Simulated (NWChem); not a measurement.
System: AlN₃H₆; SMILES [NH2][Al]([NH2])[NH2]

```xyz
10

Al     0.0000     0.0000     0.0001
N      1.6782     0.5865     0.0000
H      1.9678     1.5258    -0.2439
H      2.4900     0.0324     0.2440
N     -0.3312    -1.7467     0.0000
H     -1.2170    -2.1724     0.2439
H      0.3373    -2.4672    -0.2439
N     -1.3470     1.1601     0.0000
H     -2.3052     0.9414    -0.2439
H     -1.2729     2.1402     0.2439
```
Atoms are numbered in this order, from 1.

Level: PBE0/def2-SVP (NWChem), optimised geometry, unscaled harmonic frequencies. 

Question: List the harmonic frequencies with IR intensities, and the thermochemistry.

Answer: 
```
frequency (cm⁻¹)  IR intensity (km/mol)
----------------  ---------------------
198                                 2.5
198                                 2.5
211                                 0.0
257                                20.4
301                                 0.5
301                                 0.5
317                                21.1
317                                21.1
353                               500.3
566                                15.1
673                                 0.0
673                                48.4
673                                48.4
892                               203.5
892                               203.5
1525                               77.5
1525                               77.5
1537                                0.0
3630                               31.3
3630                               31.3
3632                                0.0
3721                               30.4
3721                               30.4
3721                                8.3
```

```yaml
zero_point_energy: 47.8 kcal/mol
thermal correction to the enthalpy at 298.15 K (with zero-point energy): 53.2 kcal/mol
heat capacity Cv: 26.4 cal/(mol K)
entropy at 298.15 K and 1 atm (symmetry number 6): 77.3 cal/(mol K)
dipole_moment: 0.00 D
```

Rigid rotor and harmonic oscillator.
